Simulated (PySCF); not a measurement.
Shieldings and the share of exact exchange

Molecule: SMILES C=C[Si@H](N)P, C2H8NPSi.

Bonds (- single, = double, # triple, : aromatic): C1=C2 1.338 Å, C2-Si3 1.869 Å, Si3-N4 1.734 Å, Si3-P5 2.283 Å. C1 carries H6, H7; C2 carries H8; Si3 carries H9; N4 carries H10, H11; P5 carries H12, H13. Stereochemistry as in C=C[Si@H](N)P. H7 is cis to Si3; H6 is trans to Si3.

GIAO shieldings (ppm, equivalent atoms averaged) in PySCF on the PBE0-D3(BJ)/def2-SVP geometry, basis pcSseg-1, gas phase, non-relativistic:

| functional | exact exchange (%) | σ(Si3) | σ(N4) |
| --- | --- | --- | --- |
| BLYP | 0 | 337.3 | 226.5 |
| BP86 | 0 | 346.9 | 230.1 |
| PBE | 0 | 347.7 | 230.5 |
| PBE0 | 25 | 364.2 | 237.6 |
| mPW1PW91 | 25 | 362.9 | 236.9 |
| BHandHLYP | 50 | 371.1 | 239.9 |
| HF | 100 | 407.6 | 249.4 |

Q: Fit each shielding as a line in the percentage of exact exchange.

A: σ(Si3) = 344.8 + 0.62 x (rms 4.0 ppm); σ(N4) = 230.1 + 0.20 x (rms 1.8 ppm). The functionals also differ in their semilocal parts, which the line can't hold; Hartree–Fock has no correlation at all.

Q: What does the line predict for B3LYP (20 %), and what does the run give?

A: σ(Si3): 357.2 predicted, 350.8 computed; σ(N4): 234.1 predicted, 232.7 computed ppm.
